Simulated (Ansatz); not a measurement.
Consider the ligand exchange at the Si–S bond: `CO[SiH2]S[SiH](F)F` + `O[SiH2]F` → `F[SiH2]O[SiH](F)F` + `CO[SiH2]S`.

Gas-phase electronic energies from Ansatz, PBE0-D4/def2-TZVP geometries. CCSD(T)/CBS is the MP2 limit (def2-TZVPP, def2-QZVPP) plus CCSD(T) − MP2 in def2-TZVPP, frozen cores. This one scheme is used for every species. One conformer a species, not always the lowest.

| level | ΔE (kcal/mol) |
| --- | --- |
| MP2/def2-TZVPP | -15.2 |
| SCS-MP2/def2-TZVPP | -16.9 |

(1) What does CCSD(T)/CBS give? (Estimate.)

Largest T1 diagnostic among the species: 0.012.

Answers

(1) Ansatz gave: -15.6 kcal/mol. The listed levels differ from it by 0.4, -1.3 kcal/mol.

In def2-TZVPP, CCSD(T) changes the Hartree–Fock value by +6.4 kcal/mol (the triples alone add +1.3 kcal/mol) and MP2 by +7.5 kcal/mol. From PBE to PBE0 (25 % exact exchange), in def2-TZVPP and without D4, ΔE moves by −1.5 kcal/mol.
